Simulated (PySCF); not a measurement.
Zn(Br)(NMe2) (C₂H₆BrNZn), SMILES C[N](C)[Zn][Br].

Geometry optimised at B3LYP-D3(BJ)/def2-SVP. The structure was generated by enumeration; whether it is a known compound was not checked. One conformer was computed; it need not be the lowest.

Calculation: PySCF with C-PCM-M06-2X/def2-SVP.

The values are the electrostatic part of the solvation free energy, E(continuum) − E(gas) at the gas-phase geometry, in a cavity of scaled van der Waals radii (PySCF's table); cavitation and dispersion terms are not included. A continuum can't describe solvent molecules that bind to the metal. In vacuum the orbital gap is 6.84 eV. The dipole moment in vacuum is 1.96 D.

| solvent | ε | ΔG(elec) (kcal/mol) | dipole (D) | gap (eV) |
|---|---|---|---|---|
| water | 78.36 | -15.8 | 2.30 | 7.14 |
| acetone | 20.49 | -15.0 | 2.29 | 7.13 |
| toluene | 2.37 | -8.4 | 2.17 | 7.00 |
